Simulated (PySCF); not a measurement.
C₅H₆F₂O.
Atom-mapped SMILES: `[CH2:1]=[CH:2]/[CH:3]=[CH:4]/[O:5][CH:6]([F:7])[F:8]` (hydrogens: H9, H10 on C1; H11 on C2; H12 on C3; H13 on C4; H14 on C6)

The same species was optimised twice, with GFN2-xTB and with PBE0-D3(BJ)/def2-SVP (PySCF), and the same property calculations (PySCF, gas phase) were run on both structures.

| coordinate | GFN2-xTB | PBE0-D3(BJ)/def2-SVP | change |
| --- | --- | --- | --- |
| C4–O5 (Å) | 1.377 | 1.357 | -0.020 |
| O5–C6 (Å) | 1.350 | 1.364 | +0.014 |
| C6–F8 (Å) | 1.358 | 1.345 | -0.013 |
| C3=C4 (Å) | 1.331 | 1.344 | +0.013 |
| C1=C2 (Å) | 1.329 | 1.340 | +0.011 |
| C6–F7 (Å) | 1.339 | 1.328 | -0.011 |
| C2–C3 (Å) | 1.446 | 1.451 | +0.005 |
| F7–C6–F8 (°) | 106.1 | 108.1 | +2.0 |
| O5–C6–F8 (°) | 112.2 | 110.8 | -1.4 |
| C1–C2–C3 (°) | 123.3 | 124.6 | +1.3 |
| O5–C6–F7 (°) | 107.9 | 107.0 | -0.9 |
| C2–C3–C4 (°) | 122.1 | 121.7 | -0.4 |
| C4–O5–C6 (°) | 118.4 | 118.7 | +0.3 |
| C3–C4–O5 (°) | 127.6 | 127.3 | -0.3 |
| C1–C2–C3–C4 (°) | 179 | -179 | +2 |
| C3–C4–O5–C6 (°) | -10 | -16 | -6 |
| C4–O5–C6–F7 (°) | -167 | -167 | 0 |

Rotational constants: A = 5779, B = 897.8, C = 815.3 MHz (GFN2-xTB) against A = 5842, B = 898.4, C = 814.5 MHz (PBE0-D3(BJ)/def2-SVP). Point groups within 0.08 Å: C1 and C1.

On the GFN2-xTB structure: lowest singlet, TDDFT (eV) 5.84 [CAM-B3LYP/def2-SVPD]; lowest triplet, Tamm–Dancoff (eV) 3.27 [CAM-B3LYP/def2-SVPD]; isotropic polarisability (au) 72.6 [CAM-B3LYP/def2-SVPD]; HOMO (eV) -8.10 [CAM-B3LYP/def2-SVPD]; LUMO (eV) 0.14 [CAM-B3LYP/def2-SVPD]; dipole (D) 2.57 [CAM-B3LYP/def2-SVPD]; HOMO (eV) -6.82 [PBE0/pcSseg-1]; LUMO (eV) -0.89 [PBE0/pcSseg-1]; dipole (D) 2.39 [PBE0/pcSseg-1]; GIAO shielding of C1 (ppm) 63.2 [PBE0/pcSseg-1]; GIAO shielding of C2 (ppm) 47.2 [PBE0/pcSseg-1]; GIAO shielding of C3 (ppm) 68.0 [PBE0/pcSseg-1]; GIAO shielding of C4 (ppm) 35.2 [PBE0/pcSseg-1]; GIAO shielding of O5 (ppm) 158.6 [PBE0/pcSseg-1]; GIAO shielding of C6 (ppm) 64.9 [PBE0/pcSseg-1]; GIAO shielding of F7/F8 (mean) (ppm) 272.8 [PBE0/pcSseg-1].

What do these properties become on the PBE0-D3(BJ)/def2-SVP structure?

| property | level | on GFN2-xTB | on PBE0-D3(BJ)/def2-SVP | change |
| --- | --- | --- | --- | --- |
| lowest singlet, TDDFT (eV) | CAM-B3LYP/def2-SVPD | 5.84 | 5.73 | -0.11 |
| lowest triplet, Tamm–Dancoff (eV) | CAM-B3LYP/def2-SVPD | 3.27 | 3.16 | -0.11 |
| isotropic polarisability (au) | CAM-B3LYP/def2-SVPD | 72.6 | 73.8 | +1.2 |
| HOMO (eV) | CAM-B3LYP/def2-SVPD | -8.10 | -7.96 | +0.14 |
| LUMO (eV) | CAM-B3LYP/def2-SVPD | 0.14 | 0.15 | +0.01 |
| dipole (D) | CAM-B3LYP/def2-SVPD | 2.57 | 2.19 | -0.38 |
| energy, GFN2-xTB geometry as zero (kcal/mol) | CAM-B3LYP/def2-SVPD | 0.0 | -0.7 | -0.7 |
| HOMO (eV) | PBE0/pcSseg-1 | -6.82 | -6.68 | +0.14 |
| LUMO (eV) | PBE0/pcSseg-1 | -0.89 | -0.87 | +0.02 |
| dipole (D) | PBE0/pcSseg-1 | 2.39 | 2.02 | -0.37 |
| energy, GFN2-xTB geometry as zero (kcal/mol) | PBE0/pcSseg-1 | 0.0 | -0.7 | -0.7 |
| GIAO shielding of C1 (ppm) | PBE0/pcSseg-1 | 63.2 | 61.3 | -1.9 |
| GIAO shielding of C2 (ppm) | PBE0/pcSseg-1 | 47.2 | 44.3 | -2.9 |
| GIAO shielding of C3 (ppm) | PBE0/pcSseg-1 | 68.0 | 67.0 | -1.0 |
| GIAO shielding of C4 (ppm) | PBE0/pcSseg-1 | 35.2 | 33.5 | -1.7 |
| GIAO shielding of O5 (ppm) | PBE0/pcSseg-1 | 158.6 | 153.0 | -5.6 |
| GIAO shielding of C6 (ppm) | PBE0/pcSseg-1 | 64.9 | 65.4 | +0.5 |
| GIAO shielding of F7/F8 (mean) (ppm) | PBE0/pcSseg-1 | 272.8 | 276.1 | +3.3 |

The heavy atoms differ by 0.029 Å rms after alignment. Among bonds between heavy atoms C4–O5 changes most (-0.020 Å). Changes are differences of the printed values. Neither structure is proved a minimum here.

Conformer computed: `[CH2:1]=[CH:2]/[CH:3]=[CH:4]/[O:5][CH:6]([F:7])[F:8]`: C1–C2–C3–C4 -179°, C3–C4–O5–C6 -16°, C4–O5–C6–F7 -167°.
